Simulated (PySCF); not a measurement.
C₄H₅ClSi, SMILES C([SiH2]C(=C)Cl)#C. The structure is a stationary point at PBE-D3(BJ)/def2-SVP. This is a generated structure with no PubChem entry under its InChIKey; it may be hypothetical. Other conformers were not sampled.

Computed equilibrium geometry at PBE-D3(BJ)/def2-SVP (PySCF confirms it by a frequency run) as bond lengths and angles, and its point group (one conformer of several):
point group Cs.
Atoms: C1 C2 Si3 C4 C5 Cl6 H7 H8 H9 H10 H11. Bond lengths (Å): C1–C2 1.229, C1–H7 1.083, C2–Si3 1.838, Si3–C4 1.889, Si3–H8 1.501, Si3–H9 1.501, C4–C5 1.345, C4–Cl6 1.761, C5–H10 1.102, C5–H11 1.102. Angles (°): C2–C1–H7 179.6, C1–C2–Si3 178.9, C2–Si3–C4 109.1, C2–Si3–H8 110.0, C2–Si3–H9 110.0, C4–Si3–H8 109.3, C4–Si3–H9 109.3, H8–Si3–H9 109.1, Si3–C4–C5 126.5, Si3–C4–Cl6 112.4, C5–C4–Cl6 121.1, C4–C5–H10 122.3, C4–C5–H11 119.2, H10–C5–H11 118.6.
Charge 0, spin multiplicity 1.
